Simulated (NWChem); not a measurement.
A series in which one site is exchanged, each optimised at B3LYP/6-31G* with NWChem, gas phase unless a solvent is named. All stand in one matching conformer (torsions within 35°), which need not be the lowest. Pople sets run with spherical d functions. This build's default masses of Se (78.918 u) and Br (79.917 u) are each other's, which moves their modes by up to 0.6 %.

A: N[Si](Cl)(N)F (SiN2H4ClF; site = Cl)
B: N[Si](N)(F)F (SiN$_{2}$H$_{4}$F$_{2}$; site = F)
C: N[Si](N)(F)Br (SiN2H4BrF; site = Br)
D: N[SiH](N)F (SiN2H5F; site = H)

Values for A:

```
Property                                                        Result
--------------------------------------------------------------  ------
static polarisability, PBE/def2-SVPD (bohr³)                      57.3
lowest singlet excitation, PBE/def2-SVPD, TDA (eV)                6.15
SMD solvation free energy in water, B3LYP/6-31G* (kcal/mol)       -5.4
SMD solvation free energy in n-hexane, B3LYP/6-31G* (kcal/mol)    -3.8
```

### Question
How do these values change for the other members?

### Answer
| change from A | B | C | D |
|---|---|---|---|
| static polarisability, PBE/def2-SVPD (bohr³) | -14.6 | +8.6 | -11.8 |
| lowest singlet excitation, PBE/def2-SVPD, TDA (eV) | +0.06 | -0.19 | +0.05 |
| SMD solvation free energy in water, B3LYP/6-31G* (kcal/mol) | +0.7 | -0.2 | +1.6 |
| SMD solvation free energy in n-hexane, B3LYP/6-31G* (kcal/mol) | +1.1 | -0.6 | +1.5 |
